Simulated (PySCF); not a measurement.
CH8FN3Si, SMILES N[Si](N)(N)CF. Atoms are numbered in the order given.

```xyz
14

N     -1.8366     0.0900     0.5371
Si    -0.1861    -0.3186     0.2120
N     -0.0659    -1.0928    -1.3282
N      0.3095    -1.1774     1.6321
C      1.0592     1.1110     0.0319
F      0.9407     1.6833    -1.2444
H     -2.1085     0.4987     1.4259
H     -2.4200     0.4308    -0.2196
H      0.2843    -0.5322    -2.0999
H     -0.7338    -1.7897    -1.6406
H     -0.3404    -1.8403     2.0453
H      1.2608    -1.5267     1.7007
H      2.1027     0.7647     0.1556
H      0.8891     1.9002     0.7861
```
Charge 0, spin multiplicity 1.

Coordinates come from a B3LYP-D3(BJ)/def2-SVP optimisation. This is a generated structure with no PubChem entry under its InChIKey; it may be hypothetical. Other conformers were not sampled.

Method: PBE/def2-TZVP (PySCF).

Atomic charges (e):

```json
[
 {"atom": "N1", "Löwdin": "-0.24", "IAO": "-0.86", "Mulliken": "-0.58"},
 {"atom": "Si2", "Löwdin": "-0.11", "IAO": "1.31", "Mulliken": "0.49"},
 {"atom": "N3", "Löwdin": "-0.23", "IAO": "-0.87", "Mulliken": "-0.58"},
 {"atom": "N4", "Löwdin": "-0.23", "IAO": "-0.86", "Mulliken": "-0.58"},
 {"atom": "C5", "Löwdin": "-0.42", "IAO": "-0.30", "Mulliken": "-0.07"},
 {"atom": "F6", "Löwdin": "0.06", "IAO": "-0.33", "Mulliken": "-0.23"},
 {"atom": "H7", "Löwdin": "0.15", "IAO": "0.27", "Mulliken": "0.22"},
 {"atom": "H8", "Löwdin": "0.16", "IAO": "0.27", "Mulliken": "0.23"},
 {"atom": "H9", "Löwdin": "0.16", "IAO": "0.27", "Mulliken": "0.24"},
 {"atom": "H10", "Löwdin": "0.15", "IAO": "0.26", "Mulliken": "0.22"},
 {"atom": "H11", "Löwdin": "0.16", "IAO": "0.27", "Mulliken": "0.23"},
 {"atom": "H12", "Löwdin": "0.16", "IAO": "0.27", "Mulliken": "0.22"},
 {"atom": "H13", "Löwdin": "0.12", "IAO": "0.14", "Mulliken": "0.09"},
 {"atom": "H14", "Löwdin": "0.12", "IAO": "0.15", "Mulliken": "0.10"}
]
```

Computed Mayer and Wiberg (Löwdin basis) orders of the bonds:
```json
[
 {"bond": "N1–Si2", "Mayer": "1.17", "Wiberg": "1.49"},
 {"bond": "Si2–N3", "Mayer": "1.20", "Wiberg": "1.49"},
 {"bond": "Si2–N4", "Mayer": "1.18", "Wiberg": "1.48"},
 {"bond": "Si2–C5", "Mayer": "0.91", "Wiberg": "1.04"},
 {"bond": "C5–F6", "Mayer": "0.96", "Wiberg": "1.63"},
 {"bond": "N1–H7", "Mayer": "0.92", "Wiberg": "0.96"},
 {"bond": "N1–H8", "Mayer": "0.92", "Wiberg": "0.96"},
 {"bond": "N3–H9", "Mayer": "0.91", "Wiberg": "0.94"},
 {"bond": "N3–H10", "Mayer": "0.92", "Wiberg": "0.96"},
 {"bond": "N4–H11", "Mayer": "0.92", "Wiberg": "0.95"},
 {"bond": "N4–H12", "Mayer": "0.92", "Wiberg": "0.96"},
 {"bond": "C5–H13", "Mayer": "0.93", "Wiberg": "0.90"},
 {"bond": "C5–H14", "Mayer": "0.94", "Wiberg": "0.90"}
]
```
